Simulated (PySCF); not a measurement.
Species: C6H18Se3Si3.
Structure used (PBE0-D3(BJ)/def2-SVP), in Å, numbered top down from 1:
```xyz
30
C6H18Se3Si3 angstrom
C     -1.9357   -2.7992   -1.9017
Si    -1.1301   -1.6771   -0.6376
C     -2.0087   -1.7786    1.0113
Se     1.0331   -2.4198   -0.4366
Si     2.0587   -0.4839    0.2619
C      2.5858    0.5291   -1.2198
C      3.5307   -1.0359    1.2795
Se     0.7759    0.7503    1.7165
Si    -0.7320    1.7211    0.2812
C     -0.0512    3.3210   -0.4143
C     -2.2636    2.0436    1.3097
Se    -1.2272    0.4302   -1.5494
H     -2.9980   -2.5352   -2.0224
H     -1.4380   -2.7170   -2.8789
H     -1.8715   -3.8467   -1.5667
H     -1.4926   -1.1715    1.7690
H     -3.0512   -1.4370    0.9147
H     -2.0054   -2.8263    1.3514
H      3.0852    1.4552   -0.8949
H      3.2869   -0.0629   -1.8292
H      1.7172    0.7812   -1.8453
H      4.1826   -1.6868    0.6754
H      4.1152   -0.1632    1.6102
H      3.2046   -1.6003    2.1653
H      0.1783    4.0162    0.4083
H      0.8712    3.1429   -0.9855
H     -0.7891    3.7952   -1.0811
H     -2.0191    2.6862    2.1707
H     -3.0225    2.5526    0.6949
H     -2.6946    1.1055    1.6867
```

Method: PBE0-D3(BJ)/def2-SVP geometry optimisation, gas phase in PySCF 2.14.0.

Take the most abundant isotopes and a rigid rotor. The values belong to one conformer with, in the numbering `[CH3:1][Si:2]1([CH3:3])[Se:4][Si:5]([CH3:6])([CH3:7])[Se:8][Si:9]([CH3:10])([CH3:11])[Se:12]1`, C1–Si2–Se4–Si5 154°, Si2–Se4–Si5–C6 -88°, Se4–Si5–Se8–Si9 -77°, Si5–Se8–Si9–C10 -87°.

(1) What are A, B and C (GHz)?

(2) What kind of rotor is it?

(3) Is it planar, by Δ = Ic − Ia − Ib?

(4) List the rotational levels J(Ka,Kc) to J = 4 (cm⁻¹).

(5) Which lines would a microwave search look for?

## Answers

(1) Ia = 1437.61, Ib = 1587.14, Ic = 2266.20 u·Å²; 505379 MHz·u·Å²/I gives 351.5, 318.4 and 223.0 MHz, that is A = 0.3515, B = 0.3184, C = 0.2230 GHz.

(2) An asymmetric top: κ = (2 × 318.4 − 351.5 − 223.0)/(351.5 − 223.0) = 0.48.

(3) Not planar: Δ = Ic − Ia − Ib = -758.54 u·Å². For a rigid frame Δ = −2 Σ m c², so Σ m c² = 379.27 u·Å² lies off the ab plane: 69.63 from hydrogen and 309.64 from heavier atoms. The atom farthest from that plane is 3.04 Å away.

(4) Above 0(0,0):
J = 1: 1(0,1) 0.0181, 1(1,1) 0.0192, 1(1,0) 0.0223
J = 2: 2(0,2) 0.0519, 2(1,2) 0.0521, 2(1,1) 0.0617, 2(2,1) 0.0650, 2(2,0) 0.0673
J = 3: 3(0,3) 0.1003, 3(1,3) 0.1003, 3(1,2) 0.1180, 3(2,2) 0.1191, 3(2,1) 0.1272, 3(3,1) 0.1338, 3(3,0) 0.1352
J = 4: 4(0,4) 0.1635, 4(1,4) 0.1635, 4(1,3) 0.1891, 4(2,3) 0.1893, 4(2,2) 0.2057, 4(3,2) 0.2087, 4(3,1) 0.2150, 4(4,1) 0.2258, 4(4,0) 0.2265

(5) The dipole components are |μa| = 1.13 D, |μb| = 0.06 D, |μc| = 0.06 D. Intensities carry the squares of the components, which stand as 1.00 : 0.00 : 0.00 (a : b : c). Some of the stronger lines:

```json
{"type": "a", "branch": "Q", "J(Ka,Kc)": "3(1,2) ← 3(1,3)", "MHz": "530", "lower level (cm⁻¹)": "0.100"}
{"type": "a", "branch": "R", "J(Ka,Kc)": "1(0,1) ← 0(0,0)", "MHz": "541", "lower level (cm⁻¹)": "0.000"}
{"type": "a", "branch": "R", "J(Ka,Kc)": "2(1,2) ← 1(1,1)", "MHz": "987", "lower level (cm⁻¹)": "0.019"}
{"type": "a", "branch": "R", "J(Ka,Kc)": "2(0,2) ← 1(0,1)", "MHz": "1013", "lower level (cm⁻¹)": "0.018"}
{"type": "a", "branch": "R", "J(Ka,Kc)": "2(1,1) ← 1(1,0)", "MHz": "1178", "lower level (cm⁻¹)": "0.022"}
{"type": "a", "branch": "R", "J(Ka,Kc)": "3(1,3) ← 2(1,2)", "MHz": "1446", "lower level (cm⁻¹)": "0.052"}
{"type": "a", "branch": "R", "J(Ka,Kc)": "3(0,3) ← 2(0,2)", "MHz": "1452", "lower level (cm⁻¹)": "0.052"}
{"type": "a", "branch": "R", "J(Ka,Kc)": "3(2,2) ← 2(2,1)", "MHz": "1624", "lower level (cm⁻¹)": "0.065"}
{"type": "a", "branch": "R", "J(Ka,Kc)": "3(1,2) ← 2(1,1)", "MHz": "1690", "lower level (cm⁻¹)": "0.062"}
{"type": "a", "branch": "R", "J(Ka,Kc)": "3(2,1) ← 2(2,0)", "MHz": "1796", "lower level (cm⁻¹)": "0.067"}
```

Stationary, but not proved a minimum. No vibrational averaging or centrifugal distortion is included, and the geometry carries the error of its method. A rigid rotor knows nothing of internal rotation, which can split or shift real lines.
